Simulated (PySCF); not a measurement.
Working out the ionisation energy of F⁺

F⁺ [He] 2s2 2p4 (3P) → F²⁺ [He] 2s2 2p3 (4S). Calculation: PySCF 2.14, in x2c-TZVPall (5s3p2d1f, 31 functions); the spin-free X2C one-electron Hamiltonian (Gaussian nucleus). Frozen: 1s2. Energies in hartree (1 hartree = 27.21139 eV):

| part | F⁺ (lower) | F²⁺ (upper) |
| --- | --- | --- |
| UHF | -98.924060 | -97.696808 |
| CCSD correlation | -0.156640 | -0.111417 |
| (T) | -0.001904 | -0.001134 |

**Question.** What does Hartree-Fock give?

**Answer.** (-97.696808) − (-98.924060) = 1.227252 hartree = 33.395 eV.

**Question.** What do CCSD and CCSD(T) give?

**Answer.** The CCSD correlation energies differ by 0.045223 hartree = 1.231 eV and the triples by 0.000770 hartree = 0.021 eV, so CCSD gives 34.626 eV and CCSD(T) 34.647 eV.

Measured between the centres of the two terms (NIST): 34.950 eV, so CCSD(T) (valence) is off by -0.303 eV.

What remains against the reference includes basis incompleteness, the frozen core and higher excitations.
